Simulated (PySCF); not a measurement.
Dipole response of Zr²⁺ (zirconium, charge +2)

[Kr] 4d2, high-spin 3F determinant. Calculation: PySCF 2.14, in dyall-av2z (22s15p11d2f, 136 functions); no relativity, point nucleus. Coupled (time-dependent) response in atomic units; α is the mean over directions. A double-zeta set is small for polarisabilities.

| method | mean α (bohr³) | C₆ (like pair) | S(−4) |
| --- | --- | --- | --- |
| B3LYP | 11.53 | 57.03 | 84.78 |

S(−4) is the Cauchy moment in α(ω) = α(0) + S(−4) ω² + …

Spin-orbit coupling is absent.

α(iu) at B3LYP:

```json
{"u (hartree)": "0", "α(iu) (bohr³)": "11.53"}
{"u (hartree)": "0.0500", "α(iu) (bohr³)": "11.33"}
{"u (hartree)": "0.100", "α(iu) (bohr³)": "10.79"}
{"u (hartree)": "0.200", "α(iu) (bohr³)": "9.336"}
{"u (hartree)": "0.300", "α(iu) (bohr³)": "8.001"}
{"u (hartree)": "0.500", "α(iu) (bohr³)": "6.093"}
{"u (hartree)": "0.750", "α(iu) (bohr³)": "4.580"}
{"u (hartree)": "1.00", "α(iu) (bohr³)": "3.569"}
{"u (hartree)": "1.50", "α(iu) (bohr³)": "2.312"}
{"u (hartree)": "2.00", "α(iu) (bohr³)": "1.591"}
{"u (hartree)": "3.00", "α(iu) (bohr³)": "0.8644"}
{"u (hartree)": "5.00", "α(iu) (bohr³)": "0.3655"}
```

A single London oscillator, α(iu) = α/(1 + u²/ω²), gives C₆ = (3/4) ω α². Matching the computed C₆ needs ω = 4 × 57.03 / (3 × 11.53²) = 0.572 hartree.

For an ion, C₆ is the dispersion term alone; charge-induced terms of lower order in 1/R come first.

A non-relativistic calculation at this Z misses sizeable relativistic shifts.
